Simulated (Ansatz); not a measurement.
Start from `[O]=[Mo]([Cl])([Cl])([Cl])[Cl]` and change one element to get `[S]=[Mo]([Cl])([Cl])([Cl])[Cl]`.

Ansatz, PBE0-D4/def2-TZVP geometries, multiplicity 1. 

Elements past krypton have def2 core potentials.

```csv
property,`[O]=[Mo]([Cl])([Cl])([Cl])[Cl]`
HOMO–LUMO gap (B3LYP/def2-TZVPP) / eV,2.88
HOMO–LUMO gap (PBE/def2-TZVPP) / eV,1.49
HOMO energy (ωB97M-V/def2-TZVPP) / eV,-11.05
zero-point energy (PBE0-D4/def2-TZVP) / kJ/mol,23.5
LUMO energy (PBE/def2-TZVPP) / eV,-6.06
LUMO energy (B3LYP/def2-TZVPP) / eV,-5.73
```

**Question.** What does the change do to each property? (Estimate.)

**Answer.** Computed: 
```json
{"property": "HOMO–LUMO gap (B3LYP/def2-TZVPP) / eV", "`[S]=[Mo]([Cl])([Cl])([Cl])[Cl]`": "3.09", "shift": "0.21"}
{"property": "HOMO–LUMO gap (PBE/def2-TZVPP) / eV", "`[S]=[Mo]([Cl])([Cl])([Cl])[Cl]`": "1.64", "shift": "0.15"}
{"property": "HOMO energy (ωB97M-V/def2-TZVPP) / eV", "`[S]=[Mo]([Cl])([Cl])([Cl])[Cl]`": "-10.79", "shift": "0.26"}
{"property": "zero-point energy (PBE0-D4/def2-TZVP) / kJ/mol", "`[S]=[Mo]([Cl])([Cl])([Cl])[Cl]`": "19.4", "shift": "-4.1"}
{"property": "LUMO energy (PBE/def2-TZVPP) / eV", "`[S]=[Mo]([Cl])([Cl])([Cl])[Cl]`": "-5.71", "shift": "0.35"}
{"property": "LUMO energy (B3LYP/def2-TZVPP) / eV", "`[S]=[Mo]([Cl])([Cl])([Cl])[Cl]`": "-5.28", "shift": "0.45"}
```

With PBE0 the HOMO rises by 0.23 eV and the LUMO rises by 0.44 eV, so the gap widens by about 0.21 eV. PBE moves the HOMO by 0.20 eV and ωB97M-V by 0.26 eV.

B3LYP here is the variant with VWN-RPA as its local correlation; programs differ in this.
